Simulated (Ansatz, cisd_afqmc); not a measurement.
Species: Ga, charge -1, triplet.

Total energies in aug-cc-pVDZ, 4 correlated electrons, 14 frozen orbitals. Open shells are spin-unrestricted; no spin-orbit coupling. Cores are frozen in correlated methods (noble-gas shells, and filled d and f shells in the p block). No relativity. AFQMC is phaseless with a CISD trial state; ± is one standard error, without the phaseless bias. Outlying blocks are dropped, and bars are widened where a walk drifts. Over all cases where full CI ran beside it in this data, AFQMC minus full CI had a median of +0.1 mEh and passed +0.4 mEh in a tenth of the cases.

| method | program | energy (Eh) | minus CCSDTQ (mEh) |
|---|---|---|---|
| HF | Ansatz | -1923.19168 | 57.32 |
| MP2 | Ansatz | -1923.23102 | 17.98 |
| CCSD | Ansatz | -1923.24675 | 2.25 |
| CCSD(T) | Ansatz | -1923.24830 | 0.70 |
| CCSDT(Q) | Ansatz | -1923.24898 | 0.02 |
| CCSDTQ | Ansatz | -1923.24900 | 0.00 |
| AFQMC/CISD | cisd_afqmc | -1923.2487 ± 0.0001 | 0.3 ± 0.1 |

Ansatz is an electronic-structure program.
